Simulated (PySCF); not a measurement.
A calculated (UHF, PySCF 2.14, aug-cc-pVDZ, the non-relativistic Hamiltonian (point nucleus)) atom or ion has these occupied shells.

| shell | electrons | orbital energy (eV) | rms radius, mean of both spins (bohr) |
| --- | --- | --- | --- |
| 1s α | 1 | -67.617 | 0.668 |
| 1s β | 1 | -67.225 | 0.668 |
| 2s α | 1 | -5.342 | 4.22 |

Name the element and its charge.

Li (lithium, neutral), in [He] 2s1, 2S determinant.
